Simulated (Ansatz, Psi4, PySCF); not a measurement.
C2H2F (SMILES C=[C]F), doublet, geometry from GFN2-xTB. Base run: R2SCAN/6-311G** run with PySCF.

Input for PySCF:
```python
from pyscf import gto, scf, dft

mol = gto.Mole()
mol.atom = '''
    C     0.012696    0.411719   -0.011371
    C     1.198734   -0.111003   -0.027853
    F    -1.191043   -0.126046    0.034014
    H     1.379855   -1.185187   -0.003696
    H     2.070948    0.515299   -0.067086
'''
mol.basis = '6-311g**'
mol.charge = 0
mol.spin = 1
mol.verbose = 4
mol.build()

mf = dft.UKS(mol)
mf.xc = 'r2scan'
mf.kernel()
```

The same geometry, method and basis name were run in Ansatz (a quantum-chemistry and plane-wave program) and Psi4 and PySCF, at each program's defaults and at the settings that a row names. The base is PySCF at its defaults. Differences at the defaults can come from grids, fitting, cores and function types together.

```tsv
code and settings	ΔE vs base (µEh)	basis functions	E (Eh)	SCF cycles	dipole (D)
PySCF, defaults (exact integrals, its default grid, spherical functions)	0.0	66	-177.10035	12	1.03
Psi4, defaults (density fitting with its default set, its default grid, spherical functions)	-75.9	66	-177.10043	11	1.03
Ansatz, defaults (factorised integrals, its default grid, spherical functions)	-16.0	66	-177.10037	-	-
PySCF, density fitting with def2-universal-jkfit	-56.8	66	-177.10041	12	1.03
PySCF, fine grid	-16.9	66	-177.10037	12	1.03
Psi4, exact integrals, spherical functions, fine grid	-10.2	66	-177.10036	14	1.03
Ansatz, high accuracy	-16.1	66	-177.10037	-	-
```

Open shells are given as the SCF converged; they aren't shown to be the lowest states, and a large step between rows can be another state.
